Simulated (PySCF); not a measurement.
Compound: C5H7BO.
InChI=1S/C5H7BO/c1-3-5(2)7-4-6/h1H,2,4,6H2

Torsions of this conformer, `[BH2:1][CH2:2][O:3][C:4](=[CH2:5])[C:6]#[CH:7]`: B1–C2–O3–C4 180°, C2–O3–C4–C5 0°.

The closed-shell ground state was solved at several levels (PySCF, density fitting, gas phase, non-relativistic). Isolated species at its GFN2-xTB geometry (one conformer only).

```json
{"level": "B3LYP/pcJ-1", "basis functions": "259", "total energy (Eh)": "-294.7051", "HOMO (eV)": "-6.52", "LUMO (eV)": "-1.93", "gap (eV)": "4.59", "dipole (D)": "1.31"}
{"level": "wB97X-D/def2-SVPD", "basis functions": "199", "total energy (Eh)": "-294.3722", "HOMO (eV)": "-8.60", "LUMO (eV)": "0.31", "gap (eV)": "8.91", "dipole (D)": "1.29"}
```

Q: What might PBE0/pcSseg-1 (154 basis functions) give for the same quantities?

A: Total energy -294.2869 Eh, HOMO -6.75 eV, LUMO -1.68 eV, gap 5.07 eV, dipole 1.31 D.

Q: Over all these levels, which gives the widest orbital gap and which the narrowest?

A: wB97X-D/def2-SVPD (range-separated hybrid) has the widest, 8.91 eV, and B3LYP/pcJ-1 (global hybrid, 20 % exact exchange) the narrowest, 4.59 eV. Functional and basis both differ between the two, so the spread mixes both effects.

Q: How far do the dipole and the HOMO energy spread over the levels?

A: The dipole runs from 1.29 to 1.31 D (mean 1.30 D) and the HOMO from -8.60 to -6.52 eV.

wB97X-D is run here without its empirical dispersion term; that term would change no orbital, density or response property at a fixed geometry.
